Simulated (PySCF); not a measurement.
C₄H₅FOSi.
Atom-mapped SMILES: `[O:1]=[C:2]1[CH2:3][C:4]([F:5])=[CH:6][SiH2:7]1` (hydrogens: H8, H9 on C3; H10 on C6; H11, H12 on Si7)

Structure used (PBE0-D3(BJ)/def2-SVP), in Å, numbered top down from 1:
```
atom  x, y, z in Å
O1     0.089   -2.338    0.996
C2     0.071   -1.224    0.543
C3    -1.174   -0.599   -0.090
C4    -0.811    0.757   -0.603
F5    -1.803    1.396   -1.214
C6     0.413    1.285   -0.458
Si7    1.510    0.088    0.443
H8    -1.983   -0.539    0.659
H9    -1.553   -1.247   -0.900
H10    0.626    2.280   -0.855
H11    2.690   -0.410   -0.325
H12    1.966    0.531    1.794
```

Level of theory: PBE0-D3(BJ)/def2-SVP geometry optimisation, gas phase (PySCF 2.14.0).

Masses are those of the commonest isotopes; rigid-rotor values at the optimised geometry. 

**Question.** What are A, B and C (cm⁻¹)?

**Answer.** Ia = 142.77, Ib = 277.77, Ic = 411.36 u·Å²; 505379 MHz·u·Å²/I gives 3540, 1819 and 1229 MHz, that is A = 0.11808, B = 0.06069, C = 0.04098 cm⁻¹.

**Question.** Classify the top.

**Answer.** An asymmetric top. Ray's parameter κ = (2B − A − C)/(A − C) = -0.489; −1 is the prolate and +1 the oblate limit.

**Question.** Is it planar, by Δ = Ic − Ia − Ib?

**Answer.** Not planar: Δ = Ic − Ia − Ib = -9.18 u·Å². For a rigid frame Δ = −2 Σ m c², so Σ m c² = 4.59 u·Å² lies off the ab plane: 4.55 from hydrogen and 0.04 from heavier atoms. The atom farthest from that plane is 1.24 Å away.

**Question.** Which lines would a microwave search look for?

**Answer.** The dipole components are |μa| = 1.22 D, |μb| = 0.89 D, |μc| = 0.08 D. Intensities carry the squares of the components, which stand as 1.00 : 0.54 : 0.00 (a : b : c). Some of the stronger lines:

```json
{"type": "a", "branch": "Q", "J(Ka,Kc)": "3(2,1) ← 3(2,2)", "MHz": "604", "lower level (cm⁻¹)": "0.879"}
{"type": "b", "branch": "Q", "J(Ka,Kc)": "1(1,0) ← 1(0,1)", "MHz": "2311", "lower level (cm⁻¹)": "0.102"}
{"type": "b", "branch": "R", "J(Ka,Kc)": "1(1,1) ← 0(0,0)", "MHz": "4768", "lower level (cm⁻¹)": "0.000"}
{"type": "b", "branch": "R", "J(Ka,Kc)": "3(1,2) ← 2(2,1)", "MHz": "4778", "lower level (cm⁻¹)": "0.574"}
{"type": "b", "branch": "Q", "J(Ka,Kc)": "2(2,0) ← 2(1,1)", "MHz": "5289", "lower level (cm⁻¹)": "0.402"}
{"type": "a", "branch": "R", "J(Ka,Kc)": "2(0,2) ← 1(0,1)", "MHz": "5968", "lower level (cm⁻¹)": "0.102"}
{"type": "a", "branch": "R", "J(Ka,Kc)": "3(2,2) ← 2(2,1)", "MHz": "9144", "lower level (cm⁻¹)": "0.574"}
{"type": "a", "branch": "R", "J(Ka,Kc)": "3(1,2) ← 2(1,1)", "MHz": "9939", "lower level (cm⁻¹)": "0.402"}
{"type": "b", "branch": "Q", "J(Ka,Kc)": "3(3,1) ← 3(2,2)", "MHz": "10153", "lower level (cm⁻¹)": "0.879"}
{"type": "b", "branch": "R", "J(Ka,Kc)": "2(2,1) ← 1(1,0)", "MHz": "11848", "lower level (cm⁻¹)": "0.179"}
{"type": "b", "branch": "R", "J(Ka,Kc)": "2(2,0) ← 1(1,1)", "MHz": "12567", "lower level (cm⁻¹)": "0.159"}
{"type": "b", "branch": "R", "J(Ka,Kc)": "3(2,1) ← 2(1,2)", "MHz": "16682", "lower level (cm⁻¹)": "0.343"}
{"type": "b", "branch": "R", "J(Ka,Kc)": "3(3,1) ← 2(2,0)", "MHz": "19169", "lower level (cm⁻¹)": "0.578"}
{"type": "b", "branch": "R", "J(Ka,Kc)": "3(3,0) ← 2(2,1)", "MHz": "19314", "lower level (cm⁻¹)": "0.574"}
```

PBE0-D3(BJ)/def2-SVP frequencies: not computed here. Constants of a rigid frame at the computed geometry: no zero-point averaging, no centrifugal distortion.
